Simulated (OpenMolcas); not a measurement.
**What dynamic correlation does to the levels of As IV**

* Program: OpenMolcas 26.06
* Basis: ANO-RCC [9s8p6d4f2g]
* Scalar Hamiltonian: DKH2, point nucleus
* Active space: 2 electrons in 9 orbitals (RAS2 4s 4p; RAS3 4d, at most 2 electrons)
* State averaging: 2S+1 = 3 even, 3 roots; 2S+1 = 1 even, 7 roots; 2S+1 = 3 odd, 3 roots; 2S+1 = 1 odd, 3 roots
* Spin-orbit coupling: RASSI with atomic mean-field integrals over the reference wave functions, term energies averaged over their components

Methods on the same reference wave functions:
A. RASSCF
B. SS-RASPT2, IPEA 0.25 Eh, imaginary shift 0.1 Eh (closed shells correlated: 3d)
C. MS-RASPT2, IPEA 0.25 Eh, imaginary shift 0.1 Eh (closed shells correlated: 3d)

Energies in cm-1 above 4s2 1S0, the measured ground level; measured values from Moore, Atomic Energy Levels, vol. II, NSRDS-NBS 35 (1971 reprint of NBS Circular 467, 1952).

| Level | A | B | C | Measured |
| --- | --- | --- | --- | --- |
| 4s2 1S0 | 0.0 | 0.0 | 0.0 | 0.0 |
| 4s 4p 3P* 0 | 71512 | 74210 | 74330 |  |
| 4s 4p 3P* 1 | 72529 | 75220 | 75350 | 76962 |
| 4s 4p 3P* 2 | 74708 | 77410 | 77530 | 79492 |
| 4s 4p 1P* 1 | 112632 | 111590 | 111720 | 112022 |
| 4p2 1D2 | 173329 | 177410 | 177540 |  |
| 4p2 3P0 | 176121 | 178590 | 178710 |  |
| 4p2 3P1 | 177379 | 179880 | 180000 | 181468 |
| 4p2 3P2 | 179707 | 182300 | 182420 | 184394 |

Deviations, from unrounded energies. A percentage is the sum of absolute deviations over the sum of measured energies, with the sign that they share, or ± where signs differ.

| Against measurement | Levels | A | B | C |
| --- | --- | --- | --- | --- |
| mean absolute deviation (cm-1) | 5 | 3700 | 1600 | 1500 |
| other configurations (%) | 5 | ±2.9 | -1.3 | -1.2 |

C lies closest to measurement on these levels and A furthest from it. The largest miss of C in the table is 4p2 3P2, by -2000 cm-1. The ranking rests on the paired levels alone, and a cruder setting can come out closer through cancelling errors.

Between B and C the level of the table that moves most is 4p2 1D2, by 120 cm-1 (lowest in B, highest in C). Moves below CASPT2's spread within the term are not significant.

The lowest spin-free term lies below A's lowest term by 0.235 hartree in B, 0.236 hartree in C.

Term energies are means over components that CASPT2 splits; among the terms shown or strongly mixed into the levels shown the widest spread is 24 cm-1 (4p2 1D, C). Active for correlation alone: 4d; no level in the range computed is led by a configuration that fills it, so any true level of that kind is missing. Some terms mix strongly with configurations of 4d, whose occupation reaches 0.25 (4p2 1D). Computed and measured levels are paired by configuration, term and J; levels that our copy of the source lacks, or whose pairing is in doubt (as where it misses far off the trend of its configuration), stay unpaired and out of the deviations. Only configurations of the active space appear. Levels that lie high or do not pair safely by name in every column are left out.

* marks odd parity.
